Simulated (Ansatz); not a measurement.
CH4AlNO (`N[C](=O)[AlH2]`): the same geometry under several functionals.

```yaml
crystal:
  periodic: [false, false, false]
  atoms:
    - {symbol: N, position_ang: [0.484960, 0.783575, 1.120309]}
    - {symbol: C, position_ang: [-0.361152, 0.556386, 0.082328]}
    - {symbol: O, position_ang: [-1.264822, 1.333376, -0.188051]}
    - {symbol: Al, position_ang: [-0.166601, -1.082571, -1.070167]}
    - {symbol: H, position_ang: [1.228069, 0.145707, 1.341267]}
    - {symbol: H, position_ang: [0.368534, 1.613262, 1.684629]}
    - {symbol: H, position_ang: [-1.194898, -1.277775, -2.250547]}
    - {symbol: H, position_ang: [0.998009, -2.128960, -0.775667]}
basis:
  gaussian: {orbitals: def2-TZVPP}
hamiltonian: {xc: r2scan, dispersion: d4}
output: {forces: true, orbitals: {seedname: orbitals}}
```

```sh
$ ansatz run in.yaml --threads 4 --pin off --events-out ev --progress --plain
```

It prints (some lines left out):

```
Functional definition: r2SCAN
991 factors; their error is unknown
mean field evaluation 1: about -11226.0939 eV, gradient 6.7e1 eV
mean field evaluation 2: about -11167.2718 eV, gradient 1.5e2 eV
mean field evaluation 4: about -11234.1214 eV, gradient 1.3e1 eV
mean field evaluation 8: about -11234.6207 eV, gradient 1.1e-1 eV
mean field evaluation 16: about -11234.6145 eV, gradient 2.3e-4 eV
mean field -11234.61447343 eV, -412.8644668034 hartree, gradient 3.5e-5 eV, S^2 0.000000; 0 other end points of the search recorded, 0 dependent functions left out
reference -11234.61448637 eV, -412.8644672788 hartree; 19, 19 occupied and 172, 172 virtual orbitals, 991 factors
Total energy: -11234.64526311 eV, -412.8655983033 hartree
Atom 0 at     0.484960     0.783575     1.120309 Å, force     0.135162     0.047389     0.175349 eV/Å
Atom 1 at    -0.361152     0.556386     0.082328 Å, force     0.176124    -0.400098    -0.149890 eV/Å
Atom 2 at    -1.264822     1.333376    -0.188051 Å, force    -0.372520     0.346170    -0.090984 eV/Å
Atom 3 at    -0.166601    -1.082571    -1.070167 Å, force     0.013931    -0.024479    -0.006766 eV/Å
Atom 4 at     1.228069     0.145707     1.341267 Å, force     0.038611    -0.026395     0.017006 eV/Å
Atom 5 at     0.368534     1.613262     1.684629 Å, force     0.004596     0.049720     0.044919 eV/Å
Atom 6 at    -1.194898    -1.277775    -2.250547 Å, force     0.018493     0.006897     0.024175 eV/Å
Atom 7 at     0.998009    -2.128960    -0.775667 Å, force    -0.014397     0.000796    -0.013810 eV/Å
Dipole moment:     0.554056    -0.245338     0.355154 e Å
```

Hardware: 4 threads of a server CPU on a shared host. Wall time 4.6 s, peak host memory 0.23 GiB.

With the line `hamiltonian: {xc: {name: r2SCANh}, dispersion: d4}` and no forces (abridged; 4.3 s):

```
Functional definition: r2SCANh
mean field evaluation 16: about -11234.2488 eV, gradient 4.6e-5 eV
mean field -11234.24878009 eV, -412.8510278210 hartree, gradient 4.6e-5 eV, S^2 0.000000
Total energy: -11234.28151513 eV, -412.8522308114 hartree
```

The same input with `hamiltonian: {xc: {name: B3LYP}, dispersion: d4}` (abridged; 3.1 s):

```
Functional definition: B3LYP
mean field evaluation 16: about -11238.6491 eV, gradient 9.4e-6 eV
mean field -11238.64905589 eV, -413.0127349740 hartree, gradient 9.5e-6 eV, S^2 0.000000
Total energy: -11238.85955918 eV, -413.0204708273 hartree
Atom 0 force     0.153403     0.034067     0.182674 eV/Å
Atom 1 force     0.061720    -0.248406    -0.140840 eV/Å
Atom 2 force    -0.245573     0.220401    -0.066310 eV/Å
Atom 3 force     0.007529    -0.097776    -0.073964 eV/Å
Atom 4 force     0.014657     0.008945     0.022022 eV/Å
Atom 5 force     0.013169     0.010935     0.021736 eV/Å
Atom 6 force     0.066415     0.009648     0.074111 eV/Å
Atom 7 force    -0.071319     0.062187    -0.019429 eV/Å
Dipole moment:     0.563280    -0.275429     0.339765 e Å
```

Changing it to `hamiltonian: {xc: {name: BLYP}, dispersion: d4}` and no forces (abridged; 2 s):

```
Functional definition: BLYP
mean field evaluation 16: about -11236.9338 eV, gradient 2.2e-4 eV
mean field -11236.93383799 eV, -412.9497018787 hartree, gradient 5.2e-5 eV, S^2 0.000000
Total energy: -11237.22339763 eV, -412.9603429992 hartree
```

Changing it to `hamiltonian: {xc: {name: wB97M-V}}` (abridged; 9 s):

```
Functional definition: wB97M-V
mean field evaluation 16: about -11235.7431 eV, gradient 5.6e-5 eV
mean field -11235.74308856 eV, -412.9059426445 hartree, gradient 5.6e-5 eV, S^2 0.000000
Total energy: -11235.74313983 eV, -412.9059445287 hartree
Atom 0 force     0.169361     0.078598     0.235314 eV/Å
Atom 1 force    -0.009152    -0.232000    -0.199159 eV/Å
Atom 2 force    -0.081368     0.088790    -0.008958 eV/Å
Atom 3 force    -0.028817    -0.075655    -0.092918 eV/Å
Atom 4 force    -0.041126     0.035564    -0.012157 eV/Å
Atom 5 force    -0.003516    -0.048689    -0.044042 eV/Å
Atom 6 force     0.119867     0.022292     0.137693 eV/Å
Atom 7 force    -0.125249     0.131099    -0.015774 eV/Å
Dipole moment:     0.568389    -0.291104     0.332054 e Å
```

Changing it to `hamiltonian: {xc: {name: BHLYP}, dispersion: d4}` and no forces (abridged; 2.4 s):

```
Functional definition: BHLYP
mean field evaluation 16: about -11235.2905 eV, gradient 8.2e-5 eV
mean field -11235.29048859 eV, -412.8893099024 hartree, gradient 8.2e-5 eV, S^2 0.000000
Total energy: -11235.45041195 eV, -412.8951869774 hartree
```

B3LYP takes the VWN-RPA correlation (the form of Gaussian; ORCA's B3LYP/G).
